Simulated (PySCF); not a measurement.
## Fractional electron number in Ag(2+) (silver, charge +2)

The 4d beta orbital of [Kr] 4d9 is emptied in steps (occupation f), with all orbitals relaxed, ending at [Kr] 4d8. All numbers are calculated (PySCF 2.14, a scalar-relativistic core potential, in aug-cc-pVTZ-PP with ECP28MDF). The exact energy is a straight line in f; departures are measured from the line between the end points of the same method.

**Question.** Among BHandHLYP, wB97X, M06-2X, which shows the largest delocalisation error (convex curve), and which is closest to linear?

**Answer.** Most convex: M06-2X (-0.733 eV at f = 0.5); closest to linear: wB97X (-0.554 eV).

```tsv
f	BHandHLYP (eV)	wB97X (eV)	M06-2X (eV)
1	0.000	0.000	0.000
0.75	-0.491	-0.415	-0.543
0.5	-0.662	-0.554	-0.733
0.25	-0.501	-0.415	-0.560
0	0.000	0.000	0.000
```

```
   method  E(f=0) − E(f=1) (eV)  −ε at f=1 (eV)  −ε at f=0.5 (eV)
BHandHLYP                34.496          31.904            34.469
    wB97X                34.664          32.465            34.664
   M06-2X                35.273          32.406            35.231
```

Reference removal energy between the ground levels: 34.8 ± 0.3 eV (semi-empirical (NIST evaluation); NIST Atomic Spectra Database, ionization energies). The calculation has no spin-orbit coupling. The determinant left behind need not be the lowest term of the ion.
